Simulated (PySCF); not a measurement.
**`C[N+](C)(C)C=C=CN`, [C6H13N2]+, charge +1**

Geometry:
| atom | x (Å) | y (Å) | z (Å) |
| --- | --- | --- | --- |
| C1 | -1.611 | -0.714 | 1.206 |
| N2 | -0.808 | 0.439 | 0.707 |
| C3 | -1.614 | 1.227 | -0.269 |
| C4 | -0.419 | 1.306 | 1.849 |
| C5 | 0.399 | -0.108 | -0.010 |
| C6 | 1.620 | 0.153 | 0.349 |
| C7 | 2.944 | 0.175 | 0.509 |
| N8 | 3.835 | 1.046 | 0.007 |
| H9 | -1.007 | -1.276 | 1.928 |
| H10 | -2.526 | -0.339 | 1.683 |
| H11 | -1.871 | -1.362 | 0.360 |
| H12 | -1.877 | 0.583 | -1.117 |
| H13 | -2.527 | 1.587 | 0.222 |
| H14 | -1.011 | 2.072 | -0.621 |
| H15 | -1.332 | 1.674 | 2.333 |
| H16 | 0.181 | 0.721 | 2.553 |
| H17 | 0.180 | 2.143 | 1.473 |
| H18 | 0.082 | -0.741 | -0.849 |
| H19 | 3.366 | -0.591 | 1.173 |
| H20 | 4.817 | 0.950 | 0.224 |
| H21 | 3.568 | 1.757 | -0.659 |

Total charge +1.

Level of theory: PySCF 2.14.0, TDDFT CAM-B3LYP/aug-cc-pVDZ excited states, vertical, gas phase. Geometry: PBE0-D3(BJ)/def2-SVP.

Q: How strongly do the lowest singlets absorb one photon, and two photons of half the energy?

A: δ for parallel linear polarisation; σ at the peak of a Lorentzian of half width 0.1 eV, single beam; Ω is circular over linear.
| state | E (eV) | f | photon λ (nm) | δ (au) | σ (GM) | Ω | main |
| --- | --- | --- | --- | --- | --- | --- | --- |
| S1 | 4.35 | 0.001 | 570 | 1.11 | 0.01 | 0.98 | HOMO→LUMO 0.55, HOMO→LUMO+1 0.32 |
| S2 | 5.75 | 0.250 | 431 | 97.4 | 1.18 | 0.34 | HOMO→LUMO+1 0.38, HOMO→LUMO 0.34 |
| S3 | 6.20 | 0.174 | 400 | 34.9 | 0.49 | 1.32 | HOMO→LUMO+2 0.45, HOMO→LUMO+3 0.18 |
| S4 | 6.55 | 0.009 | 378 | 31.2 | 0.49 | 1.21 | HOMO→LUMO+3 0.45, HOMO→LUMO+4 0.14 |
| S5 | 6.66 | 0.003 | 372 | 0.65 | 0.01 | 1.49 | HOMO−1→LUMO+2 0.44, HOMO−1→LUMO 0.26 |
| S6 | 6.82 | 0.040 | 363 | 69.7 | 1.19 | 0.92 | HOMO→LUMO+6 0.20, HOMO→LUMO+2 0.18 |
